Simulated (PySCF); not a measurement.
Calculation: PySCF 2.14.0 with B3LYP-D3(BJ)/def2-TZVP // r2SCAN-D4/def2-SVP. Gas-phase values, no solvent. One relaxed conformer stands for a flexible species; it need not be the lowest. B3LYP has the VWN-RPA correlation part, as in Gaussian. 

Reference species: [Cd(F)2] (neutral, multiplicity 1).

* **HOMO–LUMO gap**: 7.04 eV
* **coordination number**: 2

Changed species: [Cd(F)(OH)] (1 of 2 F replaced by OH; the reference has 0 of 2 F replaced by OH).

Q: Predict the effect on the HOMO–LUMO gap and coordination number.

A: the HOMO–LUMO gap drops by 1.05 eV, to 5.99 eV; the coordination number stays essentially unchanged.
